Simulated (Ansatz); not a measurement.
Ideal-gas functions of `[CH3][W](=[O])(=[S])[Cl]` at 400 K and 1 bar, from an Ansatz frequency run at PBE0-D4/def2-TZVP.

Molar mass 282.39 g/mol, point group C1 (symmetry number 1), electronic degeneracy 1, moments of inertia 203.766, 306.525, 365.723 u Å². Harmonic wavenumbers (cm⁻¹, unscaled): 125, 141, 164, 177, 224, 270, 416, 559, 563, 636, 695, 1045, 1215, 1403, 1416, 3031, 3122, 3148.

Use S(trans) = R[1.5 ln M + 2.5 ln T − 1.1517]; rotational temperatures θ = 24.2544 K / I; S(rot) = R[ln(√π/σ · √(T³/θAθBθC)) + 1.5]; for each mode x = 1.438777 ν̃/T, S = R[x/(eˣ − 1) − ln(1 − e⁻ˣ)] and H = RT x/(eˣ − 1); 1 cm⁻¹ = 0.0119627 kJ/mol; R = 8.31446 J/(mol·K).

**Question.** By hand: the entropy, in J/(mol·K).

**Answer.** Translation 185.3. Rotation: θ = 0.119, 0.0791, 0.0663 K, giving 122.6. Vibration, mode by mode: 15.03, 14.05, 12.82, 12.21, 10.33, 8.88, 5.70, 3.78, 3.74, 3.04, 2.57, 0.94, 0.57, 0.33, 0.31, 0.00, 0.00, 0.00, in all 94.3. Electronic 0.0. Sum 402.2 J/(mol·K).

**Question.** By hand: H − E and G − E in kJ/mol, counted from the electronic energy.

**Answer.** Zero-point energy ½ × 18350 × 0.0119627 = 109.8; thermal vibration 19.9; translation, rotation and pV give 4 RT = 13.3. H − E = 143.0 kJ/mol, and G − E = 143.0 − 400 × 402.2/1000 = -17.9 kJ/mol.

Vibration gives 23 % of the entropy, 29.1 J/(mol·K) of it from the modes under 150 cm⁻¹: soft modes count most, and the harmonic formula is weakest for them. The sum counts one conformer and one mirror image; others add a mixing term.
